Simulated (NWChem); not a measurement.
# FeF2, quintet; SMILES [F][Fe][F]

This spin state was assumed; another may lie lower.

### Question
Give the equilibrium geometry at PBE0/def2-SVP, spin-unrestricted (NWChem) as a list of bonds and angles, with the point group.

### Answer
point group D*h; any orientation.
Bonded distances (Å): Fe1–F2 1.745, Fe1–F3 1.745. Angles (°): F2–Fe1–F3 180.0.
